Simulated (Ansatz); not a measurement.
Geometry optimisation, RKS PBE0-D4/def2-SVP (Ansatz).

The input (input.yaml):

```yaml
crystal:
  periodic: [false, false, false]
  atoms:
    - { symbol: Ti, position_ang: [-0.011051, 0.061976, 0.091699] }
    - { symbol: Cl, position_ang: [-0.261243, 0.423821, 2.365603] }
    - { symbol: Cl, position_ang: [1.979296, 0.325613, -0.714794] }
    - { symbol: F, position_ang: [-0.858261, 1.381164, -0.584676] }
    - { symbol: Cl, position_ang: [-1.090471, -1.625993, -0.718414] }
    - { symbol: P, position_ang: [1.797348, -2.827166, 1.342961] }
    - { symbol: H, position_ang: [0.628244, -3.322789, 0.69966] }
    - { symbol: H, position_ang: [2.360074, -2.304937, 0.142474] }
    - { symbol: H, position_ang: [1.184962, -1.606289, 1.743987] }
basis:
  gaussian: { orbitals: def2-SVP }
hamiltonian:
  xc: pbe0
  dispersion: d4
relax:
  f_tol: 0.03
  max_steps: 50
output:
  orbitals: {}
```

Command:

```bash
$ ansatz run input.yaml --threads 4 --pin off --max-ram 5120MiB --backend cpu --events-out ev --progress --plain --runs-dir out
```

Where does it end, and by what steps?

It converged. The force dipped under the threshold on the way, but the program's further checks kept it going. After 13 steps the energy has fallen by 0.283 eV; H9 moved furthest, 0.79 Å.

| step | energy less start (eV) | largest force component (eV/Å) | accepted |
| --- | --- | --- | --- |
| 0 | 0.0000 | 1.593 | yes |
| 1 | -0.2083 | 0.332 | yes |
| 2 | -0.2604 | 0.419 | yes |
| 3 | -0.2723 | 0.291 | yes |
| 4 | -0.2751 | 0.378 | yes |
| 5 | -0.2797 | 0.076 | yes |
| 6 | -0.2815 | 0.009 | yes |
| 7 | -0.2774 | 0.391 | no |
| 8 | -0.2824 | 0.053 | yes |
| 9 | -0.2826 | 0.089 | yes |
| 10 | -0.2829 | 0.062 | yes |
| 11 | -0.2830 | 0.024 | yes |
| 12 | -0.2833 | 0.016 | yes |
| 13 | -0.2834 | 0.021 | yes |

```xyz
9
Properties=species:S:1:pos:R:3
Ti -0.220 0.365 -0.092
Cl -0.220 0.416 2.069
Cl 1.803 0.448 -0.849
F -1.077 1.732 -0.671
Cl -1.211 -1.420 -0.801
P 1.971 -3.216 1.380
H 0.699 -3.349 0.743
H 2.459 -2.324 0.375
H 1.525 -2.146 2.214
```

Whether the end is a true minimum wasn't checked by a vibrational analysis.

Run time: 47 s on 4 threads of Arm Neoverse V2 (shared host), peak memory 0.41 GiB.
